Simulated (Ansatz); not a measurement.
# Strength of the Si–C bond: C2H5ClSi2 → SiH2(CC)Cl + SiH3

Species: C2H5ClSi2 `[SiH3]C#C[SiH2]Cl`, singlet; SiH2(CC)Cl, doublet; SiH3 (silyl radical) `[SiH3]`, doublet. 

Shapes, held fixed at every level: PBE0-D4/def2-TZVP. Programs: Ansatz 0.2.0. Electronic energies: no zero-point or thermal term.

```tsv
level	kind	ΔE (kJ/mol)	CPU time (sum over the molecules)
HF/def2-SVP	Hartree–Fock	+406.8	–
r2SCAN-D4/def2-TZVPP	meta-GGA	+517.3	43 s
B3LYP-D4/def2-TZVPP	global hybrid	+535.6	42 s
PBE0-D4/def2-TZVPP	global hybrid	+533.0	33 s
r2SCAN0-D4/def2-TZVPP	global hybrid	+517.0	53 s
wB97X-V/def2-TZVPP	range-separated hybrid	+552.8	1.7 min
B2PLYP/def2-TZVPP	double hybrid	+538.7	62 s
```

B2PLYP/def2-TZVPP gives ΔE = +538.7 kJ/mol; the levels span +406.8 to +552.8. The median of the levels is +533.0. Hartree–Fock misses the correlation of the pair that is broken and comes out low. No measured value is set beside it here. Spin contamination: SiH2(CC)Cl (⟨S²⟩ up to 1.17). Open shells run unrestricted unless RO is named. Times are processor times on shared x86 and Arm servers, and rough.
